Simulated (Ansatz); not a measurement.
`NB(O)Cl` and `OB(S)Cl` differ in one atom or group.

Ansatz, PBE0-D4/def2-TZVP geometries, multiplicity 1. Each molecule was computed in one conformer, which needn't be the lowest.

| property | `NB(O)Cl` |
| --- | --- |
| HOMO energy (B3LYP/def2-TZVPP) / eV | -7.83 |
| ideal-gas entropy at 298 K and 1 bar (rigid rotor, harmonic PBE0-D4/def2-TZVP) / J/(mol·K) | 294 |
| HOMO energy (ωB97M-V/def2-TZVPP) / eV | -10.45 |
| LUMO energy (PBE/def2-TZVPP) / eV | -0.03 |
| size of the dipole moment (B3LYP/def2-TZVPP) / D | 1.11 |
| HOMO energy (PBE0/def2-TZVPP) / eV | -8.09 |

(1) Give the same properties after the change, and the shifts. (Estimate.)

Answers

(1) Computed: 
```csv
property,`OB(S)Cl`,shift
HOMO energy (B3LYP/def2-TZVPP) / eV,-7.67,0.16
"ideal-gas entropy at 298 K and 1 bar (rigid rotor, harmonic PBE0-D4/def2-TZVP) / J/(mol·K)",303,9
HOMO energy (ωB97M-V/def2-TZVPP) / eV,-10.10,0.35
LUMO energy (PBE/def2-TZVPP) / eV,-1.03,-1.00
size of the dipole moment (B3LYP/def2-TZVPP) / D,1.59,0.48
HOMO energy (PBE0/def2-TZVPP) / eV,-7.93,0.16
```

With PBE0 the HOMO rises by 0.16 eV and the LUMO falls by 0.85 eV, so the gap narrows by about 1.01 eV. PBE moves the HOMO by -0.06 eV and ωB97M-V by 0.35 eV. The zero-point energy changes by -45.5 kJ/mol with -3 modes. Dipoles are sizes alone; their direction can turn.

B3LYP here is the variant with VWN-RPA as its local correlation; programs differ in this.
